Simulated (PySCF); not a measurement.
## Dipole moment and polarisability of `OB(O)C1=CCC=C1`

C5H7BO2.
Structure used (PBE0-D3(BJ)/def2-SVP), in Å, numbered top down from 1:
```
atom  x, y, z in Å
O1     2.4535    1.0918   -0.3861
B2     1.7697   -0.0687   -0.1556
O3     2.3690   -1.2910   -0.0318
C4     0.2207    0.0153   -0.0252
C5    -0.6127   -1.0244    0.2386
C6    -2.0270   -0.5479    0.2898
C7    -1.9073    0.9177    0.0153
C8    -0.6057    1.2255   -0.1627
H9     3.4057    1.0013   -0.4770
H10    3.3270   -1.2851   -0.1109
H11   -0.3065   -2.0601    0.3957
H12   -2.4919   -0.7544    1.2730
H13   -2.6655   -1.0679   -0.4496
H14   -2.7537    1.6048   -0.0287
H15   -0.2004    2.2158   -0.3768
```

Level: B3LYP/def2-SVPD (PySCF), static field, nuclei fixed, core orbitals frozen in the response. The polarisability tensor in these axes (au):

```
x   102.71   2.34  -5.11
y     2.34  80.84  -5.02
z    -5.11  -5.02  54.31
```

Task: What are the eigenvalues, a third of the trace, and Δα (Δα² = ½Σ(αi − αj)² over the three pairs)?

Result: Principal values 52.97, 81.29 and 103.61 au; mean 79.29 au = 11.75 Å³ = 13.07 × 10⁻⁴⁰ C²·m²/J; Δα = 43.96 au (55 % of the mean).

Task: What is the dipole moment, and where does it point?

Result: (1.73, -0.53, -0.07) D, 1.81 D in size, pointing from the negative to the positive side. Measured along this direction, the outermost atoms are H14 at the negative end and H10 at the positive end.

Task: Find the Langevin capture rate constant for H3O+ (19.018 u) meeting this molecule (110.054 u), k = 2.342 × 10⁻⁹ cm³/s × √(α in Å³ / reduced mass in u).

Result: The reduced mass is 16.22 u, so k = 1.99 × 10⁻⁹ cm³/s. The formula leaves out the permanent dipole, which adds to the capture rate.

Task: Rayleigh depolarisation ratio (linearly polarised light, static tensor)?

Result: ρ = 3Δα²/(45ᾱ² + 4Δα²) = 5796.6/(282900 + 7728.8) = 0.0199.

Task: Along which axes do the principal values lie, and how far do the nuclei extend along each?

Result: Largest value along (0.99, 0.13, -0.12), where the nuclei span 6.25 Å; middle along (-0.14, 0.98, -0.15), 4.28 Å; least along (0.09, 0.17, 0.98), 1.76 Å. The response follows the extents in order.

Isolated species at its PBE0-D3(BJ)/def2-SVP geometry (one conformer only).

These values come from a run that also computed excited states and ΔSCF ions. Time: 3.1 min of wall time (with the writing of density and orbital grids); peak memory 0.95 GiB. Hardware: one thread, Intel Xeon at 2.50 GHz (x86_64), no GPU, on a shared host.
